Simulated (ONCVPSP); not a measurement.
## Sm ONCV: all-electron and pseudo phase curves

* Element: samarium (Sm)
* Generator: ONCVPSP 4.0.1
* Type: optimised norm-conserving Vanderbilt (ONCV)
* Functional: PBEsol
* Relativity: scalar-relativistic
* Frozen core: [Kr] 4d10
* Valence charge: 16
* Reference configuration: 4f6 5s2 5p6 6s2
* Partial waves: 5s+6s: rc 1.90 bohr, ncon 4, nbas 8, qcut 5.6 1/bohr, 2 projectors; 5p: rc 1.60 bohr, ncon 4, nbas 8, qcut 4.2 1/bohr, 3 projectors, debl 3.7 Ha; d scattering state at 0.17 Ha: rc 1.75 bohr, ncon 3, nbas 7, qcut 5.6 1/bohr, 2 projectors, debl 1 Ha; 4f: rc 1.45 bohr, ncon 4, nbas 9, qcut 12 1/bohr, 1 projector
* Local potential: polynomial inside 1.00 bohr (lpopt 5, dvloc0 3 Ha)
* Core correction: Teter function, fcfact 2.75, rcfact 1.3

In the d channel the program set the typed energies aside and used 0.050, 1.050 Ha.

The phase is arctan(r·R′/R) of the radial function R(r), unwrapped; energies in Ha, scanned from -3 to 5 Ha. A pole is an energy at which the radial function vanishes at the test radius. The pseudo phase is shifted by a multiple of π to meet the all-electron one at the reference energy, and phase errors are pseudo minus all-electron; the curves can meet again beyond the range given. Levels narrower than the energy grid can be missing from the lists of poles.

Problem. For each channel, where are the poles, and over which energies does the pseudopotential scatter like the atom?

Solution.

```json
{"channel": "s", "radius (bohr)": "1.92", "reference energy (Ha)": "-0.13", "poles, all-electron": "-0.87", "poles, pseudo": "-0.87", "unbroken range about the reference energy with phases within 0.05 rad": "the whole range", "phase error 1 Ha above the reference energy (rad)": "-0.000"}
{"channel": "p", "radius (bohr)": "1.63", "reference energy (Ha)": "-0.85", "poles, all-electron": "1.70", "poles, pseudo": "1.70", "unbroken range about the reference energy with phases within 0.05 rad": "the whole range", "phase error 1 Ha above the reference energy (rad)": "-0.000"}
{"channel": "d", "radius (bohr)": "1.78", "reference energy (Ha)": "0.05", "poles, all-electron": "2.85", "poles, pseudo": "2.81", "unbroken range about the reference energy with phases within 0.05 rad": "below 4.1", "phase error 1 Ha above the reference energy (rad)": "+0.000"}
{"channel": "f", "radius (bohr)": "1.47", "reference energy (Ha)": "-0.09", "poles, all-electron": "0.43", "poles, pseudo": "0.46", "unbroken range about the reference energy with phases within 0.05 rad": "below 1.3", "phase error 1 Ha above the reference energy (rad)": "+0.026"}
```

Note: ghosts flagged at negative energy: s at -138.3 eV; GHOST(+) flagged for p at 291.5 eV. A true bound ghost makes a file unfit for plane-wave use.

Phases in the s channel:

```tsv
E (Ha)	all-electron	pseudo
-2.98	1.029	1.029
-2.76	0.905	0.905
-2.54	0.685	0.686
-2.32	0.262	0.262
-2.10	-0.402	-0.402
-1.88	-0.935	-0.935
-1.66	-1.218	-1.218
-1.44	-1.373	-1.373
-1.22	-1.471	-1.471
-1.00	-1.539	-1.539
-0.78	-1.591	-1.591
-0.56	-1.635	-1.635
-0.34	-1.674	-1.674
-0.12	-1.711	-1.711
0.10	-1.749	-1.749
0.32	-1.789	-1.789
0.54	-1.834	-1.834
0.76	-1.887	-1.887
0.98	-1.954	-1.955
1.20	-2.044	-2.044
1.42	-2.170	-2.171
1.64	-2.360	-2.362
1.86	-2.655	-2.660
2.08	-3.077	-3.086
2.30	-3.528	-3.539
2.52	-3.871	-3.881
2.74	-4.092	-4.101
2.96	-4.236	-4.243
3.18	-4.333	-4.339
3.40	-4.403	-4.408
3.62	-4.455	-4.460
3.84	-4.496	-4.501
4.06	-4.529	-4.534
4.28	-4.556	-4.561
4.50	-4.579	-4.584
4.72	-4.598	-4.604
4.94	-4.616	-4.622
```
